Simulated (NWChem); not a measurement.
System: GaH2S2F; SMILES [Ga]([SH])([F])[SH]

Here is an NWChem input.

```
start job
memory heap 200 mb stack 900 mb global 1100 mb
geometry units angstroms noautoz
  Ga    -0.251641    -0.006829     0.000720
  F     -1.998324     0.109114     0.000542
  S      0.843139     1.888848     0.001886
  H     -0.305117     2.603399     0.002155
  S      0.602444    -2.018807    -0.000301
  H      1.871463    -1.552267     0.000128
end
basis spherical
  * library def2-svpd
end
dft
  xc b3lyp
  iterations 150
end
tddft
  cis
  nroots 6
  notriplet
end
task tddft energy
```

The geometry was optimised at PBE0/def2-SVP. B3LYP is NWChem's, with the RPA form of VWN correlation.

Vertical excitations in the gas phase.

Q: What results follow from this input? (B3LYP/def2-SVPD, TDA.) Quantities: lowest excitation, singlet (eV); oscillator strength of that lowest state; lowest state with f > 0.02, singlet (eV); oscillator strength of that bright state; orbital gap (eV).

A: The lowest excitation, singlet (eV) comes out as 4.91. The oscillator strength of that lowest state is 0.000 and the lowest state with f > 0.02, singlet (eV) is 5.49. The oscillator strength of that bright state is 0.052 and the orbital gap (eV) comes out as 5.98.
